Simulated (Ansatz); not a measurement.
A CCSD(T) single point on BH10NSi3, SMILES `BN([SiH3])[SiH2][SiH3]`.

```yaml
crystal:
  periodic: [false, false, false]
  atoms:
    - {symbol: B, position_ang: [0.245933, 1.109227, 1.227197]}
    - {symbol: N, position_ang: [-0.345644, -0.065459, 0.728969]}
    - {symbol: Si, position_ang: [-1.159947, -1.168400, 1.826894]}
    - {symbol: Si, position_ang: [-0.257088, -0.491097, -0.977897]}
    - {symbol: Si, position_ang: [1.290422, 0.826154, -2.135271]}
    - {symbol: H, position_ang: [0.162554, 1.374166, 2.394292]}
    - {symbol: H, position_ang: [0.834728, 1.847859, 0.484960]}
    - {symbol: H, position_ang: [-2.259440, -1.833867, 1.079719]}
    - {symbol: H, position_ang: [-0.219039, -2.213227, 2.306460]}
    - {symbol: H, position_ang: [-1.703968, -0.412067, 2.978519]}
    - {symbol: H, position_ang: [-1.610961, -0.371130, -1.587723]}
    - {symbol: H, position_ang: [0.125306, -1.929690, -1.068366]}
    - {symbol: H, position_ang: [1.405337, 0.267335, -3.511322]}
    - {symbol: H, position_ang: [0.845510, 2.240058, -2.234442]}
    - {symbol: H, position_ang: [2.624599, 0.769536, -1.482588]}
basis:
  gaussian: {orbitals: def2-TZVPP}
correlation: {method: ccsd_t}
output: {orbitals: {seedname: orbitals}}
```

```sh
$ ansatz run in.yaml --threads 4 --pin off --events-out ev --progress --plain --max-ram 11315MiB
```

The program prints (abridged):

```
Functional definition: HF
1863 factors; integrals over basis functions are off by at most 1.1e-3 eV
mean field evaluation 1: about -25897.4615 eV, gradient 3.8e1 eV
mean field evaluation 2: about -25897.7585 eV, gradient 3.8e1 eV
mean field evaluation 4: about -25901.9910 eV, gradient 5.2e0 eV
mean field evaluation 8: about -25902.0960 eV, gradient 2.1e-1 eV
mean field evaluation 16: about -25902.0962 eV, gradient 1.2e-6 eV
mean field -25902.09618740 eV, -951.8844778156 hartree, gradient 1.2e-6 eV, S^2 0.000000; 0 other end points of the search recorded, 0 dependent functions left out
17 core orbitals not correlated: weight in the atoms' cores, before any rotation towards them, 1.000 or more for the frozen orbitals, at most 0.000 for the correlated occupied ones
reference -25902.09618740 eV, -951.8844778156 hartree; 15, 15 occupied and 296, 296 virtual orbitals, 1863 factors
second order -18.85347471 eV of doubles, -0.00000000 eV of singles
cycle   1  -20.21474875 eV  change    -1.4e0 eV  update   1.1e-1
cycle   2  -20.90179201 eV  change   -6.9e-1 eV  update   3.4e-2
cycle   3  -21.00151234 eV  change   -1.0e-1 eV  update   1.6e-2
cycle   4  -20.98912859 eV  change    1.2e-2 eV  update   4.7e-3
cycle   5  -20.98864661 eV  change    4.8e-4 eV  update   2.1e-3
cycle   6  -20.98838759 eV  change    2.6e-4 eV  update   6.3e-4
cycle   7  -20.98834196 eV  change    4.6e-5 eV  update   2.1e-4
cycle   8  -20.98846671 eV  change   -1.2e-4 eV  update   8.1e-5
cycle   9  -20.98848403 eV  change   -1.7e-5 eV  update   2.5e-5
perturbative correction -0.77734050 eV, -0.0285667364 hartree
Total energy: -25923.86201193 eV, -952.6843571136 hartree
```

Run time 19 min (4 threads of an Arm Neoverse V1 on a shared host); peak host memory 4.7 GiB.

MP2 recovers 86.6 % of the CCSD(T) correlation energy and the triples give 3.6 %; T1 = 0.0133.
